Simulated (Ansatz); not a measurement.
Species: C3H3, net charge 1, singlet state. 
Structure (B3LYP-D3(BJ)/def2-TZVP (Ansatz, a program for electronic structure) minimum search):
```xyz
6

C      1.2489     0.1199     0.4370
C      0.0985     0.0095     0.0345
C     -1.1622    -0.1116    -0.4067
H      2.2584     0.2168     0.7903
H     -1.6564     0.7169    -0.9120
H     -1.7133    -1.0404    -0.2672
```
Charge +1, spin multiplicity 1.

Basis-set convergence of Hartree-Fock and MP2 correlation energies (hartree) with Ansatz. Valence correlation only, unless marked. Spin-orbit coupling is left out. No relativistic terms.

The Hartree-Fock reference is unstable (checked in the largest basis), which strains HF and MP2. 

| basis | functions | E(HF) | E(corr, MP2) |
|---|---|---|---|
| aug-cc-pVDZ | 96 | -114.96077 | -0.35972 |
| aug-cc-pVTZ | 207 | [?] | [?] |

Problem. Fill in the missing entries.

Solution. 
- aug-cc-pVTZ, E(HF): -114.99082
- aug-cc-pVTZ, E(corr, MP2): -0.43122
